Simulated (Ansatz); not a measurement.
One geometry of CH6BSb (`[BH2][SbH][CH3]`), several functionals.

```yaml
crystal:
  periodic: [false, false, false]
  atoms:
    - {symbol: B, position_ang: [-0.724392, 0.664599, -1.571017]}
    - {symbol: Sb, position_ang: [0.736932, 0.985117, 0.037749]}
    - {symbol: C, position_ang: [0.637033, -0.937049, 1.020956]}
    - {symbol: H, position_ang: [-0.758695, -0.380416, -2.150455]}
    - {symbol: H, position_ang: [-1.387942, 1.575738, -1.965760]}
    - {symbol: H, position_ang: [-0.317255, 1.829499, 1.077225]}
    - {symbol: H, position_ang: [-0.383754, -1.179188, 1.307447]}
    - {symbol: H, position_ang: [1.275831, -0.917499, 1.902532]}
    - {symbol: H, position_ang: [1.010741, -1.687099, 0.324222]}
basis:
  gaussian: {orbitals: def2-TZVPP}
hamiltonian: {xc: {name: B2PLYP}}
```

```sh
$ ansatz run in.yaml --threads 2 --pin off --events-out ev --progress --plain --max-ram 4352MiB
```

It prints (some lines left out):

```
Functional definition: B2PLYP
1285 factors; integrals over basis functions are off by at most 9.9e-4 eV
mean field evaluation 1: about -8331.1544 eV, gradient 3.9e1 eV
mean field evaluation 2: about -8331.2245 eV, gradient 3.9e1 eV
mean field evaluation 4: about -8335.0150 eV, gradient 4.1e0 eV
mean field evaluation 8: about -8335.0537 eV, gradient 8.8e-2 eV
mean field evaluation 16: about -8335.0538 eV, gradient 7.8e-5 eV
mean field -8335.05375044 eV, -306.3075756263 hartree, gradient 8.7e-6 eV, S^2 0.000000; 0 other end points of the search recorded, 0 dependent functions left out
6 core orbitals not correlated: weight in the atoms' cores, before any rotation towards them, 1.000 or more for the frozen orbitals, at most 0.000 for the correlated occupied ones
reference -8335.05392380 eV, -306.3075819973 hartree; 14, 14 occupied and 176, 176 virtual orbitals, 1285 factors
second order -20.96933255 eV of doubles, -0.00000000 eV of singles
Total energy: -8340.71564359 eV, -306.5156463619 hartree
```

It took 3.3 s on 2 threads of an Intel Xeon 6975P-C on a shared host, with 0.45 GiB of host memory at the peak.

The same input with `hamiltonian: {xc: pbe, dispersion: d4}` and forces (abridged; 1.5 s):

```
Functional definition: PBE
mean field evaluation 16: about -8345.1747 eV, gradient 5.5e-4 eV
mean field -8345.17470712 eV, -306.6795139241 hartree, gradient 2.5e-5 eV, S^2 0.000000
Total energy: -8345.34116629 eV, -306.6856311856 hartree
Atom 0 force    -0.009454     0.005714     0.072251 eV/Å
Atom 1 force     0.159037     0.141618    -0.218032 eV/Å
Atom 2 force     0.015119    -0.089446     0.059516 eV/Å
Atom 3 force     0.021106    -0.114241    -0.069762 eV/Å
Atom 4 force    -0.054088     0.108914    -0.047359 eV/Å
Atom 5 force    -0.123956     0.115746     0.126317 eV/Å
Atom 6 force    -0.193332    -0.036373     0.045199 eV/Å
Atom 7 force     0.121108     0.006235     0.165549 eV/Å
Atom 8 force     0.064460    -0.138167    -0.133680 eV/Å
Dipole moment:     0.038728    -0.152784     0.112387 e Å
```

The same input with `hamiltonian: {xc: r2scan, dispersion: d4}` and forces (abridged; 2.4 s):

```
Functional definition: r2SCAN
mean field evaluation 16: about -8349.6087 eV, gradient 4.3e-4 eV
mean field -8349.60868823 eV, -306.8424597242 hartree, gradient 3.2e-5 eV, S^2 0.000000
Total energy: -8349.64711751 eV, -306.8438719744 hartree
Atom 0 force    -0.043755     0.000362    -0.018032 eV/Å
Atom 1 force     0.017385     0.091790    -0.068467 eV/Å
Atom 2 force     0.006122    -0.119940     0.072816 eV/Å
Atom 3 force     0.009841     0.032609     0.014052 eV/Å
Atom 4 force     0.030029    -0.031023     0.008672 eV/Å
Atom 5 force    -0.010369     0.003313     0.009287 eV/Å
Atom 6 force     0.025583     0.007362    -0.011858 eV/Å
Atom 7 force    -0.020004    -0.003707    -0.024511 eV/Å
Atom 8 force    -0.014832     0.019234     0.018042 eV/Å
Dipole moment:     0.010709    -0.162639     0.092768 e Å
```

With the line `hamiltonian: {xc: hse06, dispersion: d4}` (abridged; 1.7 s):

```
Functional definition: HSE06
mean field evaluation 16: about -8345.8194 eV, gradient 4.1e-5 eV
mean field -8345.81937838 eV, -306.7032051558 hartree, gradient 4.1e-5 eV, S^2 0.000000
Total energy: -8345.95123438 eV, -306.7080507744 hartree
```

Changing it to `hamiltonian: {xc: {name: wB97X-V}}` (abridged; 4.3 s):

```
Functional definition: wB97X-V
mean field evaluation 16: about -8347.3536 eV, gradient 3.3e-4 eV
mean field -8347.35359711 eV, -306.7595866544 hartree, gradient 3.8e-5 eV, S^2 0.000000
Total energy: -8347.35359486 eV, -306.7595865718 hartree
```

The same input with `hamiltonian: {xc: {name: r2SCAN0}, dispersion: d4}` (abridged; 2.4 s):

```
Functional definition: r2SCAN0
mean field evaluation 16: about -8348.6778 eV, gradient 1.2e-4 eV
mean field -8348.67782446 eV, -306.8082511120 hartree, gradient 3.4e-5 eV, S^2 0.000000
Total energy: -8348.72395740 eV, -306.8099464661 hartree
```

HSE06 is the plane-wave form, built on full-range PBE exchange.
